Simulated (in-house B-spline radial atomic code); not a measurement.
A fraction x of an electron is moved 2p → 3d in Ti⁴⁺, starting from [Ne] 3s2 3p6 and keeping the highest spin. Computed with an all-electron radial atomic-structure program (B-spline basis): scalar-relativistic (X2C) LDA VWN5, spin-polarised, spherical fractional occupations, Fermi nucleus of rms radius 3.5921 fm.

```tsv
x	E(x) - E(0) (eV)	2p down level (eV)	3d up level (eV)
0	0.0000	-499.367	-
0.125	56.0807	-503.665	-53.199
0.25	112.6155	-507.931	-53.846
0.375	?	?	?
0.5	227.0334	-516.365	-55.126
0.625	284.9094	-520.532	-55.761
0.75	?	?	?
0.875	401.9763	-528.763	-57.019
1	461.1596	-532.825	-57.643
```

Q: What belongs in the row x = 0.375?

A: An energy change of 169.6009 eV; 2p down at -512.165 eV, 3d up at -54.488 eV.

Q: What belongs in the row x = 0.75?

A: An energy change of 343.2250 eV; 2p down at -524.665 eV, 3d up at -56.392 eV.

Q: Check Janak's theorem between x = 0.125 and 0.25.

A: The slope of the energy is 452.28 eV; the orbital levels give 452.28 eV (ε of the receiving orbital less ε of the emptying one, averaged over the two points).
